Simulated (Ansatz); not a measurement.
Geometry optimisation, Ansatz, RKS BHLYP-D4/def2-SVP.

Input file:

```yaml
crystal:
  periodic: [false, false, false]
  atoms:
    - { symbol: B, position_ang: [-0.007362, 0.659236, -0.466799] }
    - { symbol: O, position_ang: [0.023752, -0.14389, 2.011105] }
    - { symbol: H, position_ang: [-0.882796, -0.29183, 2.275546] }
    - { symbol: C, position_ang: [1.367465, 0.014365, -0.794026] }
    - { symbol: H, position_ang: [1.311296, -1.076191, -0.83646] }
    - { symbol: H, position_ang: [1.674322, 0.371143, -1.786962] }
    - { symbol: H, position_ang: [2.14923, 0.309159, -0.092625] }
    - { symbol: C, position_ang: [-1.393104, 0.073296, -0.871059] }
    - { symbol: H, position_ang: [-1.437777, -1.00225, -0.677462] }
    - { symbol: H, position_ang: [-2.246258, 0.569974, -0.405154] }
    - { symbol: H, position_ang: [-1.496583, 0.196651, -1.957128] }
    - { symbol: Cl, position_ang: [0.012148, 2.394545, 0.142672] }
    - { symbol: H, position_ang: [0.165868, 0.810391, 2.161354] }
basis:
  gaussian: { orbitals: def2-SVP }
hamiltonian:
  xc: { name: BHLYP }
  dispersion: d4
relax:
  f_tol: 0.03
  max_steps: 50
```

Run as:

```bash
$ ansatz run input.yaml --threads 4 --pin off --max-ram 5120MiB --backend cpu --events-out ev --progress --plain --runs-dir out
```

**Question.** Where does it end, and by what steps?

**Answer.** It converged. The force dipped under the threshold on the way, but the program's further checks kept it going. After 21 steps the energy has fallen by 0.192 eV; H3 moved furthest, 0.75 Å. Joined: B1–O2 (2.60 → 1.71 Å).

| step | energy less start (eV) | largest force component (eV/Å) | accepted |
| --- | --- | --- | --- |
| 0 | 0.0000 | 0.989 | yes |
| 1 | -0.0119 | 1.414 | yes |
| 2 | -0.0443 | 1.284 | yes |
| 3 | -0.0834 | 0.668 | yes |
| 4 | -0.1490 | 0.615 | yes |
| 5 | -0.1764 | 0.202 | yes |
| 6 | -0.1819 | 0.108 | yes |
| 7 | -0.1844 | 0.125 | yes |
| 8 | -0.1860 | 0.153 | yes |
| 9 | -0.1065 | 1.685 | no |
| 10 | -0.1875 | 0.128 | yes |
| 11 | -0.1889 | 0.097 | yes |
| 12 | -0.1904 | 0.009 | yes |
| 13 | -0.1695 | 0.911 | no |
| 14 | -0.1908 | 0.014 | yes |
| 15 | -0.1889 | 0.334 | no |
| 16 | -0.1912 | 0.031 | yes |
| 17 | -0.1914 | 0.098 | yes |
| 18 | -0.1917 | 0.049 | yes |
| 19 | -0.1919 | 0.003 | yes |
| 20 | -0.1920 | 0.050 | yes |
| 21 | -0.1920 | 0.019 | yes |

```xyz
13
Properties=species:S:1:pos:R:3
B -0.057 0.543 -0.127
O -0.139 -0.018 1.492
H -0.941 0.341 1.881
C 1.345 0.012 -0.638
H 1.383 -1.082 -0.662
H 1.512 0.366 -1.660
H 2.192 0.373 -0.043
C -1.392 -0.008 -0.780
H -1.412 -1.103 -0.806
H -2.301 0.342 -0.279
H -1.456 0.342 -1.816
Cl -0.086 2.393 0.168
H 0.591 0.384 1.972
```

Whether the end is a true minimum wasn't checked by a vibrational analysis.

Run time: 68 s on 4 threads of Arm Neoverse N1, with other jobs on the host, peak memory 0.26 GiB.
